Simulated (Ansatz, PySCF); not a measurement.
CaCl, SMILES [Ca+][Cl], charge +1. Atoms are numbered in the order given.

```xyz
2

Ca     0.0000     0.0000    -1.0652
Cl     0.0000     0.0000     1.2531
```
Charge +1, spin multiplicity 1.

Coordinates come from a PBE-D3(BJ)/def2-TZVPD optimisation. The spin state was assumed, not searched.

Vertical ionisation energy (IE) and electron affinity (EA) in eV. Rows of orbital energies are one-electron estimates. Where ΔSCF, EOM or ADC give a negative EA the extra electron is unbound and the value depends on the basis.

| level | IE | EA |
|---|---|---|
| −ε(HOMO), −ε(LUMO), PBE0/def2-TZVPD (PySCF) | 13.02 | 7.27 |
| −ε(HOMO), −ε(LUMO), ωB97X/def2-TZVPD (PySCF) | 15.32 | 5.17 |
| −ε(HOMO), −ε(LUMO), PBE/def2-TZVPD (PySCF) | 11.84 | 7.96 |
| ΔSCF, PBE0/def2-TZVPD (Ansatz), final states of multiplicity 2 and 2 | 15.75 | 5.88 |
| ΔSCF, PBE/def2-TZVPD (Ansatz), final states of multiplicity 2 and 2 | 15.92 | 5.86 |

Q: What vertical singlet–triplet gap does ΔSCF give with PBE0/def2-TZVPD (Ansatz, a first-principles code) and with PBE/def2-TZVPD (Ansatz)? (The exact figures need the calculation; the answer reports its results.)

A: 4.91 and 4.99 eV (triplet above singlet where positive).
